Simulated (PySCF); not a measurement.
An unknown is described by computed data only.

Formula: C8H6FN.

* Rotational structure: rotational constants A, B, C: 2.220, 1.065, 0.772 GHz [GFN2-xTB]
* 1H NMR: chemical shifts (computed TMS as zero) by class: 7.95 (1 H), 7.67 (1 H), 7.56 (1 H), 7.46 (1 H), 3.71 (2 H) ppm [GIAO PBE0/pcSseg-1]
* 13C NMR: chemical shifts (computed TMS as zero) by class: 169.4 (1 C), 137.8 (1 C), 135.6 (1 C), 130.4 (1 C), 125.6 (1 C), 123.2 (1 C), 121.8 (1 C), 16.2 (1 C) ppm [GIAO PBE0/pcSseg-1]
* Dipole: 3.84 D [PBE0/pcSseg-1]
* NMR, other nuclei: isotropic shieldings of nuclei other than C and H, by class: -31 (1 N), 295 (1 F) ppm [GIAO PBE0/pcSseg-1]

Electronic properties: PySCF, gas phase, density fitting. Levels stand in brackets. The structure is a single GFN2-xTB conformer in the gas phase; no vibrational or solvent corrections. NMR classes are plain means over equivalent atoms (diastereotopic ones count apart unless rotation or inversion swaps them), as if these changed places fast.

Question: What is the compound? Reason from the data.

Answer: Numbering: `[N:1]#[C:2][CH2:3][c:4]1[cH:5][cH:6][cH:7][cH:8][c:9]1[F:10]`. Its formula, C8H6FN, gives 6 degrees of unsaturation: 1 ring and 5 π bonds in the structure found (Kekulé form). 8 carbons fall into 8 classes; from least to most shielded: aromatic C–F carbon [C9] (169.4 ppm), aromatic CH carbon [C5] (137.8 ppm), aromatic CH carbon [C7] (135.6 ppm), aromatic CH carbon [C6] (130.4 ppm), substituted aromatic carbon [C4] (125.6 ppm), nitrile carbon [C2] (123.2 ppm), aromatic CH carbon [C8] (121.8 ppm), sp3 carbon next to a nitrile [C3] (16.2 ppm). Hydrogen classes from least to most shielded: 1 H on an aromatic CH carbon, C5 (7.95 ppm), 1 H on an aromatic CH carbon, C7 (7.67 ppm), 1 H on an aromatic CH carbon, C6 (7.56 ppm), 1 H on an aromatic CH carbon, C8 (7.46 ppm), 2 H on an sp3 carbon next to a nitrile, C3 (3.71 ppm, a mean of values up to 0.6 ppm apart in this geometry). The other shieldings belong to: -31 ppm, nitrile nitrogen [N1]; 295 ppm, aryl fluorine [F10]. The optimised geometry has point group C1 and is an asymmetric top. Structure: `c1cc(CC#N)c(F)cc1`. Computed isomers that give other values at the same levels: `N#CCc1cccc(F)c1` (13C chemical shifts (computed TMS as zero) by class: 173.5 (1 C), 140.6 (1 C), 137.0 (1 C), 130.0 (1 C), 122.3 (1 C), 121.8 (1 C), 121.2 (1 C), 25.2 (1 C) ppm); `N#CCc1ccc(F)cc1` (13C chemical shifts (computed TMS as zero) by class: 172.8 (1 C), 136.7 (2 C), 133.2 (1 C), 122.6 (2 C), 122.1 (1 C), 24.8 (1 C) ppm); `C#Cc1c(N)cccc1F` (13C chemical shifts (computed TMS as zero) by class: 176.9 (1 C), 156.2 (1 C), 136.3 (1 C), 111.2 (1 C), 109.0 (1 C), 97.3 (1 C), 96.9 (1 C), 79.2 (1 C) ppm). The assignments are read from this structure; whether some other isomer fits the data as well wasn't checked.

The values belong to the conformer `[N:1]#[C:2][CH2:3][c:4]1[cH:5][cH:6][cH:7][cH:8][c:9]1[F:10]`: C2–C3–C4–C5 53°.
